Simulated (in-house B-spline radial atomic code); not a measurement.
Radial electron density of Ir2+, [Xe] 4f13 5d7 8s1. Level of theory: Dirac-Hartree-Fock, average of configuration, Fermi nucleus of rms radius 5.4032 fm; calculated with a B-spline radial code for spherical atoms.

Columns: r (bohr), 4πr²n(r) (electrons per bohr), bar.

```
0.000549    3.716 #
0.000705    5.506 ##
0.000905    8.088 ###
 0.00116    11.74 ####
 0.00149    16.91 #####
 0.00191    23.91 #######
 0.00246    33.41 ##########
 0.00315    45.23 ##############
 0.00405    59.69 ###################
  0.0052    75.68 ########################
 0.00667    91.34 #############################
 0.00857      104 ################################
   0.011    110.3 ##################################
  0.0141    108.8 ##################################
  0.0181    102.1 ################################
  0.0233    97.71 ###############################
  0.0299    104.9 #################################
  0.0383    123.9 #######################################
  0.0492    140.9 ############################################
  0.0631    137.2 ###########################################
   0.081    117.7 #####################################
   0.104    112.5 ###################################
   0.134    128.8 ########################################
   0.171    125.3 #######################################
    0.22    88.25 ############################
   0.282    69.87 ######################
   0.363    82.21 ##########################
   0.465    74.74 #######################
   0.597     44.3 ##############
   0.767       25 ########
   0.984     19.1 ######
    1.26    13.49 ####
    1.62    6.943 ##
    2.08    2.611 #
    2.67   0.6731 
    3.43   0.1331 
     4.4  0.08573 
    5.65  0.01402 
    7.26  0.05101 
    9.31    0.174 
      12  0.09388 
    15.3  0.01326 
    19.7 0.0003689 
    25.3 1.654e-06 
    32.5 7.158e-10
```

On this grid the curve has 5 maxima, near 0.011, 0.0492, 0.134, 0.363, 9.31 bohr.

The 5d3/2 radial function P(r) = rR(r), positive near the nucleus, with its small component Q(r) (sign convention: Q ≈ (P' + κP/r)/2c):

| r (bohr) | P | Q |
| --- | --- | --- |
| 0.00667 | 0.001533 | 0.002899 |
| 0.011 | 0.005271 | 0.006638 |
| 0.0181 | 0.01749 | 0.01391 |
| 0.0299 | 0.05374 | 0.02544 |
| 0.0492 | 0.1384 | 0.03635 |
| 0.081 | 0.2624 | 0.03279 |
| 0.134 | 0.2588 | 0.00473 |
| 0.22 | -0.1089 | -0.02041 |
| 0.363 | -0.4448 | -0.008379 |
| 0.597 | 0.06488 | 0.0115 |
| 0.984 | 0.834 | 0.009385 |
| 1.62 | 0.7873 | 0.001614 |
| 2.67 | 0.2859 | -0.0004135 |
| 4.4 | 0.03097 | -0.0001052 |
